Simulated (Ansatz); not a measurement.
Cartesian coordinates in Å:
```
Ge 1.1505 -0.8670 -1.3681
Si -0.7771 -0.6277 0.0047
Ge -0.5954 1.3153 1.3648
H 1.0529 -2.1181 -2.2572
H 2.4103 -0.9870 -0.4939
H 1.3092 0.3648 -2.2755
H -0.9234 -1.8297 0.8710
H -1.9892 -0.5226 -0.8535
H -0.4543 2.5669 0.4820
H 0.6489 1.2167 2.2635
H -1.8325 1.4883 2.2621
```

Total charge 0; spin multiplicity 1.

Problem. List the r2SCAN/def2-TZVPP orbital energies in eV (the Gaussian-basis code of Ansatz). (Best estimate.)

Solution. Computed: Occupied: -10834.10, -10834.10, -1791.15, -1349.24, -1349.24, -1199.28, -1199.28, -1199.28, -1199.28, -1199.28, -1199.28, -167.39, -167.39, -141.63, -117.08, -117.08, -117.07, -117.07, -117.07, -117.07, -96.49, -96.48, -96.47, -30.38, -30.38, -30.37, -30.37, -30.35, -30.34, -30.30, -30.30, -30.30, -30.30, -15.18, -14.21, -12.60, -9.41, -9.02, -8.71, -8.69, -8.43, -7.76, -7.16. Lowest empty: -0.66, -0.33, -0.26, 0.22, 0.44, 0.56, 1.18, 1.41.
